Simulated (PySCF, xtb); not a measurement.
VO3, SMILES [O]=[V](=[O])=[O] (connectivity only; charge and spin as stated), neutral, multiplicity 2.

Harmonic wavenumbers (cm⁻¹) from GFN2-xTB run with xtb at its own minimum, in rising order: 209, 209, 307, 847, 883, 883.

Task: What does PBE-D3(BJ)/def2-SVP run with PySCF 2.14.0 give at its own minimum? (The exact figures need the calculation; the answer reports its results.)

Result: 238, 270, 270, 683, 683, 952. Paired by order, the mean absolute difference is 93 cm⁻¹ and the zero-point energies are 4.8 and 4.4 kcal/mol.
